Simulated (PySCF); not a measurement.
Species: 2-ethynylpyridine, C7H5N.
Atom-mapped SMILES: `[CH:1]#[C:2][c:3]1[cH:4][cH:5][cH:6][cH:7][n:8]1` (hydrogens: H9 on C1; H10 on C4; H11 on C5; H12 on C6; H13 on C7)

Geometry (PBE0-D3(BJ)/def2-SVP, Å), atoms numbered from 1 in this order:
```xyz
13
C7H5N angstrom
C      3.2358   -0.7472   -0.5139
C      2.0455   -0.5659   -0.3729
C      0.6408   -0.3193   -0.2016
C      0.1888    0.9896    0.0339
C     -1.1754    1.2005    0.1958
C     -2.0369    0.1094    0.1183
C     -1.4854   -1.1511   -0.1195
N     -0.1867   -1.3697   -0.2762
H      4.2881   -0.9216   -0.6416
H      0.9051    1.8110    0.0859
H     -1.5607    2.2062    0.3804
H     -3.1156    0.2268    0.2389
H     -2.1356   -2.0313   -0.1861
```

Method: PBE0-D3(BJ)/def2-SVP geometry optimisation, gas phase in PySCF 2.14.0.

Take the most abundant isotopes and a rigid rotor. 

(1) What are A, B and C (MHz)?

(2) What kind of rotor is it?

(3) Is it planar, by Δ = Ic − Ia − Ib?

(4) Which types of transition are allowed, and where do some lines up to J = 5 fall?

(5) Estimate the classical rotational partition function at 25 K, 100 K and 298.15 K.

Answers

(1) Ia = 85.95, Ib = 320.04, Ic = 406.00 u·Å²; 505379 MHz·u·Å²/I gives A = 5880, B = 1579, C = 1245 MHz.

(2) An asymmetric top: κ = (2 × 1579 − 5880 − 1245)/(5880 − 1245) = -0.86.

(3) Planar: Δ = Ic − Ia − Ib = 0.00 u·Å². For a rigid frame Δ = −2 Σ m c², so it vanishes when all atoms lie in the ab plane; here none is more than 0.01 Å from it.

(4) The dipole components are |μa| = 1.36 D, |μb| = 1.86 D, |μc| = 0.00 D; the mirror of this Cs structure is the ab plane, so μc vanishes by symmetry and there are no c-type lines. Intensities carry the squares of the components, which stand as 0.53 : 1.00 (a : b). Some lines, for components of 0.1 D or more:

| type | branch | J(Ka,Kc) | MHz | lower level (cm⁻¹) |
| --- | --- | --- | --- | --- |
| a | Q | 5(2,3) ← 5(2,4) | 635 | 2.007 |
| a | Q | 4(1,3) ← 4(1,4) | 3339 | 1.034 |
| b | Q | 1(1,0) ← 1(0,1) | 4635 | 0.094 |
| b | R | 1(1,1) ← 0(0,0) | 7124 | 0.000 |
| a | R | 3(0,3) ← 2(0,2) | 8397 | 0.282 |
| b | R | 5(0,5) ← 4(1,4) | 10735 | 1.034 |
| a | R | 4(3,1) ← 3(3,0) | 11335 | 1.907 |
| a | R | 4(2,2) ← 3(2,1) | 11465 | 1.164 |
| b | Q | 5(2,3) ← 5(1,4) | 11616 | 1.641 |
| b | R | 3(1,3) ← 2(0,2) | 11944 | 0.282 |
| a | R | 5(4,1) ← 4(4,0) | 14161 | 3.327 |
| a | R | 5(3,3) ← 4(3,2) | 14177 | 2.285 |
| b | Q | 3(2,2) ← 3(1,3) | 14417 | 0.680 |
| b | Q | 4(2,3) ← 4(1,4) | 15107 | 1.034 |
| b | Q | 5(2,4) ← 5(1,5) | 15977 | 1.474 |
| b | R | 5(2,4) ← 4(1,3) | 25846 | 1.145 |
| b | R | 3(3,1) ← 2(2,0) | 30803 | 0.879 |
| b | R | 3(3,0) ← 2(2,1) | 30822 | 0.879 |
| b | R | 5(3,2) ← 4(2,3) | 36596 | 1.538 |
| b | Q | 5(5,1) ← 5(4,2) | 40171 | 3.799 |
| b | R | 4(4,1) ← 3(3,0) | 42572 | 1.907 |
| b | R | 5(4,2) ← 4(3,1) | 45398 | 2.285 |

(5) Point group Cs, symmetry number σ = 1; q = (√π/σ)·√((kT/h)³/(ABC)), k/h = 20836.6 MHz/K: 6200 at 25 K, 49600 at 100 K, 255000 at 298.15 K.

No frequency check. Constants of a rigid frame at the computed geometry: no zero-point averaging, no centrifugal distortion. Quadrupole hyperfine structure (14N) is left out.
